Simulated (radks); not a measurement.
The numbers below are computed, except where a source is named.
Task: These are the eigenvalues of the occupied orbitals of an atom or ion with whole-number occupations (eV). Code: a radial shooting solver on a logarithmic mesh with Libxc functionals. Model: scalar-relativistic Kohn-Sham, Slater X-alpha with alpha = 0.658, spin-polarised, spherical densities, finite nucleus; Fermi nuclear charge, rms radius of each element as measured or else 0.836 A^(1/3) + 0.57 fm.

| orbital | eigenvalue |
|---|---|
| 1s down | -38701.95 |
| 1s up | -38701.94 |
| 2s up | -6162.408 |
| 2s down | -6162.363 |
| 2p up | -5526.199 |
| 2p down | -5526.165 |
| 3s up | -1318.738 |
| 3s down | -1318.711 |
| 3p up | -1115.545 |
| 3p down | -1115.517 |
| 3d up | -822.6474 |
| 3d down | -822.6086 |
| 4s up | -267.5892 |
| 4s down | -267.5166 |
| 4p up | -201.4778 |
| 4p down | -201.4076 |
| 4d up | -105.7914 |
| 4d down | -105.7105 |
| 5s up | -41.8133 |
| 5s down | -41.1764 |
| 5p up | -25.5152 |
| 5p down | -24.6036 |
| 5d up | -6.8867 |

Which element is it, and in what charge state? The configuration may be excited. Open shells, if any, are filled with parallel spins first.

Result: Z = 57, lanthanum, charge +1: La+ in [Xe] 5d2. The list shows which subshells hold electrons but not how many an open one holds; the 1s level, -1422.3 hartree, gives Z - s = 53.3 by -(Z - s)^2/2, which with screening and relativity narrows Z to a few neighbours, and the depths of the outer levels then fix element, charge and occupations together.
